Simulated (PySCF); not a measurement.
**Two-component Hartree-Fock for Ba(39+) (barium, charge +39)**

Start: [Ne] 3s2 3p5; 3p1/2 filled at m_j = +1/2; 3p3/2 filled at m_j = -3/2, -1/2, +1/2, +3/2. Calculated with PySCF 2.14 in an even-tempered Gaussian basis (19 s from 8.1 bohr⁻², ratio 2.4; 14 p from 11 bohr⁻², ratio 2.4; 4 d from 41 bohr⁻², ratio 2.6; 4 f from 61 bohr⁻², ratio 2.6): generalised Hartree-Fock with the X2C-1e Hamiltonian and a Gaussian nucleus; one run each with spin-orbit coupling (SO) screened by Boettger's factors, then bare. This is a chosen level, not necessarily the ground level.

```csv
spinor shell,electrons,"ε, screened SO (eV)","ε, bare SO (eV)",weight of nominal j (bare SO),"rms radius, bare SO (bohr)"
1s1/2,2,-39892.1,-39891.9,1.000,0.0292
2s1/2,2,-8237.9,-8237.9,1.000,0.117
2p1/2,2,-7889.8,-7901.0,1.000,0.101
2p3/2,4,-7502.0,-7497.8,1.000,0.106
3s1/2,2,-3134.6,-3134.6,1.000,0.285
3p1/2,1,-3006.2,-3009.0,1.000,0.273
3p3/2,4,-2905.1,-2904.1,1.000,0.282
```

```
   quantity  screened SO      bare SO
E (hartree)  -6854.00169  -6854.14395
        M_J          1/2          1/2
       ⟨J²⟩        0.751        0.751
       ⟨L²⟩        2.013        2.014
       ⟨S²⟩        0.762        0.763
```

Each row is a mean over spinors that exchange with the open shell spreads, by up to 13.532 eV (2p1/2).

Breit and QED terms are absent; they matter most for the inner s and p1/2 levels.

Densities and radii are taken from the X2C orbitals without a picture-change correction, which distorts them close to the nucleus.
